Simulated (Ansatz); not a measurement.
C₄H₉B (SMILES C=CB(C)C), singlet, geometry from GFN2-xTB; CASSCF(6,6)/6-31G in Ansatz (a quantum-chemistry and plane-wave program).

The Ansatz input:
Ansatz 0.2 input:
```yaml
crystal:
  periodic: [false, false, false]
  atoms:
    - {symbol: B, position_ang: [0.27201214, 0.31845007, 0.18430800]}
    - {symbol: C, position_ang: [1.39388163, 1.38472878, -0.12444421]}
    - {symbol: H, position_ang: [2.35696312, 0.96346450, 0.16896283]}
    - {symbol: H, position_ang: [1.28057683, 2.31417453, 0.42884033]}
    - {symbol: H, position_ang: [1.47856416, 1.62605015, -1.18233201]}
    - {symbol: C, position_ang: [-0.53023439, 0.38547494, 1.54133750]}
    - {symbol: H, position_ang: [-0.87484698, -0.58222678, 1.89764324]}
    - {symbol: H, position_ang: [-1.42074064, 0.99667779, 1.38696207]}
    - {symbol: H, position_ang: [0.03059144, 0.86076609, 2.34314814]}
    - {symbol: C, position_ang: [-0.01858830, -0.78373724, -0.87565166]}
    - {symbol: C, position_ang: [-1.12857865, -1.51581442, -0.93781886]}
    - {symbol: H, position_ang: [0.71933972, -0.94912593, -1.65592431]}
    - {symbol: H, position_ang: [-1.30858056, -2.24474794, -1.71428164]}
    - {symbol: H, position_ang: [-1.92080957, -1.40119503, -0.21509514]}
basis:
  gaussian:
    orbitals: 6-31G
hamiltonian:
  xc: hf
magnetization: {spin_polarized: false}
correlation: {active_space: {window: {electrons: 6, orbitals: 6}}}
```

What the program printed (banner, timings and long lists left out):

```
Functional definition: HF
922 factors; integrals over basis functions are off by at most 2.3e-4 eV
mean field evaluation 1: about -4931.4549 eV, gradient 3.0e1 eV
mean field evaluation 2: about -4931.4495 eV, gradient 3.0e1 eV
mean field evaluation 4: about -4934.0909 eV, gradient 2.6e0 eV
mean field evaluation 8: about -4934.1140 eV, gradient 1.1e-2 eV
mean field -4934.11402481 eV, -181.3253459492 hartree, gradient 1.0e-6 eV, S^2 0.000000; 0 other end points of the search recorded, 0 dependent functions left out
reference -4934.11402481 eV, -181.3253459492 hartree; 19, 19 occupied and 44, 44 virtual orbitals, 922 factors
state -4936.12747708 eV, -181.3993389552 hartree
2 active orbitals were swapped for others, from the solution at -4936.03698688 eV, -181.3960135017 hartree to that at -4936.12747708 eV, -181.3993389552 hartree; typed "places" are swapped only where nearly empty or full, and so, without "given_window_search", are "orbital_numbers", "shells" and a window whose orbitals a file names under [Active]
Total energy: -4936.12747708 eV, -181.3993389552 hartree
```
